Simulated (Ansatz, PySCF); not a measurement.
This triplet is an excited state, 0.80 eV above the relaxed singlet at the level frozen-core CCSD(T)/cc-pVTZ // PBE0-D3(BJ)/def2-TZVP (Ansatz, an electronic-structure program).

```xyz
7

N     -1.7711     0.2142    -0.1025
Ge    -0.4318    -0.7462     0.7397
Al     1.8315    -0.1231     0.0019
H     -2.3004     0.8680     0.4579
H     -2.3931    -0.2919    -0.7180
H      2.0645     1.0084    -1.0861
H      3.0003    -0.9295     0.7072
```

Charge 0, multiplicity 3.

Problem. Give the Mulliken and meta-Löwdin atomic charges from PBE0-D3(BJ)/def2-TZVP run with PySCF.

Solution. 
| atom | Mulliken (e) | meta-Löwdin (e) |
|---|---|---|
| N1 | -0.61 | -0.65 |
| Ge2 | 0.02 | 0.15 |
| Al3 | 0.28 | 0.27 |
| H4 | 0.25 | 0.24 |
| H5 | 0.25 | 0.24 |
| H6 | -0.09 | -0.12 |
| H7 | -0.09 | -0.12 |
